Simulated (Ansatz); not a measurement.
Relaxation of C2H8S2Si (13 atoms, charge 0, multiplicity 1), to a largest force component of 0.02 eV/Å in at most 40 steps.

The calculation used Ansatz 0.2.0, RKS B3LYP-D4/STO-3G.

```xyz
13
Properties=species:S:1:pos:R:3:forces:R:3
Si -1.849 -0.667 0.194 -3.11 1.79 -1.00
C -0.292 0.142 0.735 -0.51 0.54 2.50
C 0.968 -0.454 0.158 2.99 0.60 0.65
S 1.371 -0.112 -1.607 -0.40 -2.29 -0.52
S 1.604 1.901 -1.671 -2.72 1.89 -0.34
H -3.024 -0.008 0.941 1.56 -1.01 -0.88
H -2.108 -0.403 -1.262 0.33 -0.41 1.24
H -1.834 -2.064 0.451 0.07 -0.62 0.11
H -0.246 0.044 1.868 0.07 -0.03 -1.23
H -0.321 1.227 0.584 0.02 0.19 -0.38
H 1.852 -0.073 0.752 -0.72 -0.16 -0.34
H 1.022 -1.536 0.319 -0.30 -0.45 -0.35
H 2.876 1.968 -1.447 2.73 -0.05 0.54
```

Problem. Where does it end, and by what steps?

Solution. It converged. The force dipped under the threshold on the way, but the program's further checks kept it going. Limits of this set-up: minimal basis. After 16 steps the energy has fallen by 0.566 eV; H8 moved furthest, 0.44 Å.

```tsv
step	energy less start (eV)	largest force component (eV/Å)	accepted
0	0.0000	3.108	yes
1	-0.4902	0.841	yes
2	-0.5404	0.297	yes
3	-0.5532	0.137	yes
4	-0.5387	0.440	no
5	-0.5588	0.035	yes
6	-0.5613	0.026	yes
7	-0.5630	0.049	yes
8	-0.5638	0.056	yes
9	-0.5645	0.078	yes
10	-0.5649	0.081	yes
11	-0.5656	0.051	yes
12	-0.5653	0.081	no
13	-0.5660	0.011	yes
14	-0.5662	0.014	yes
15	-0.5663	0.020	yes
16	-0.5664	0.008	yes
```

```xyz
13
Properties=species:S:1:pos:R:3
Si -1.810 -0.524 0.080
C -0.231 0.163 0.847
C 1.077 -0.494 0.304
S 1.290 -0.372 -1.524
S 1.222 1.720 -1.755
H -2.945 -0.133 0.884
H -1.996 -0.015 -1.258
H -1.748 -1.966 0.032
H -0.254 0.032 1.940
H -0.172 1.247 0.659
H 1.952 -0.054 0.820
H 1.079 -1.575 0.530
H 2.557 1.936 -1.544
```

Whether the end is a true minimum wasn't checked by a vibrational analysis.

Time of the run: 36 s on 1 thread of Arm Neoverse V2, with other jobs on the host, peak memory 0.12 GiB.
